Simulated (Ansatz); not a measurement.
CH6BBrOSi can be A, `BOC[SiH2]Br`, or B, `BO[SiH](C)Br`.

Calculated with Ansatz (gas phase, PBE0-D4/def2-TZVP geometries, no zero-point term in ΔE). CCSD(T)/CBS adds triple-zeta CCSD(T) − MP2 to the extrapolated MP2 energy (def2 sets, frozen cores). Functionals use def2-TZVPP. B3LYP here is the variant with VWN-RPA as its local correlation; programs differ in this. For Br outer-core shells are correlated without core-valence functions, which leaves a few kJ/mol of doubt a bond. Scalar relativity is left out up to krypton. One conformer a species, not always the lowest.

Which isomer does CCSD(T)/CBS put lower? Give the gap. (Best estimate.)

Ansatz gave: B, by 209.5 kJ/mol.

Give E(B) − E(A) in kJ/mol with CCSD(T)/def2-TZVPP, ωB97M-V, CCSD/def2-TZVPP, B3LYP, PBE0-D4, B2PLYP, HF/def2-TZVPP. (Best estimate.)

Computed: CCSD(T)/def2-TZVPP -205.8, ωB97M-V -206.9, CCSD/def2-TZVPP -208.1, B3LYP -203.0, PBE0-D4 -200.4, B2PLYP -208.2, HF/def2-TZVPP -216.6. None reverses the order clearly.

Largest T1 diagnostic: 0.011.

From PBE to PBE0 (25 % exact exchange), in def2-TZVPP and without D4, E(B) − E(A) moves by −8.6 kJ/mol.
